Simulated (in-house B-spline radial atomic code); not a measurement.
Configurations of Ni, with energies counted from [Ar] 3d8 4s2. Computed with a B-spline radial code for spherical atoms: Dirac-Hartree-Fock, average of configuration, Fermi nucleus of rms radius 3.7757 fm. Energies include first-order Breit, QED and recoil terms.

Occupations are held fixed; configurations that lie above the ionisation limit could autoionise.

```
           configuration  E - E(ref) (eV)  highest orbital  its <r> (bohr)
        [Ar] 3d8 4s1 5p1           5.7247            5p3/2            11.9
        [Ar] 3d8 4s1 6p1           6.4551            6p3/2           22.25
        [Ar] 3d8 4s1 5f1           6.7966            5f5/2           31.47
        [Ar] 3d8 4s1 8p1           6.9541            8p3/2            51.9
        [Ar] 3d7 4s2 4f1           12.456            4f7/2           17.98
        [Ar] 3d7 4s2 8s1           12.827            8s1/2           42.67
[Ne] 3s2 3p5 3d8 4s2 5s1           80.809            5s1/2           8.128
[Ne] 3s2 3p5 3d8 4s2 7s1           82.679            7s1/2           28.13
[Ne] 3s2 3p5 3d8 4s2 5g1           82.864            5g9/2            27.5
```

Problem. Order these further configurations by energy, lowest first.
A. [Ar] 3d7 4s2 5g1
B. [Ne] 3s2 3p5 3d8 4s2 6f1
C. [Ne] 3s2 3p5 3d9 4s2
D. [Ne] 3s2 3p5 3d8 4s2 8s1
E. [Ar] 3d8 4s1 6f1

Solution. E (6.963 eV), A (12.762 eV), C (69.892 eV), D (82.928 eV), B (83.03 eV).

Problem. How far above the reference does [Ar] 3d7 4s2 8p1 lie?

Solution. 12.906 eV; its least bound orbital is 8p3/2 with <r> = 50.22 bohr.

Problem. How far above the reference does [Ar] 3d8 4s1 7p1 lie?

Solution. 6.7803 eV; its least bound orbital is 7p3/2 with <r> = 35.58 bohr.

Problem. How far above the reference does [Ar] 3d7 4s2 7f1 lie?

Solution. 13.029 eV; its least bound orbital is 7f7/2 with <r> = 67.44 bohr.
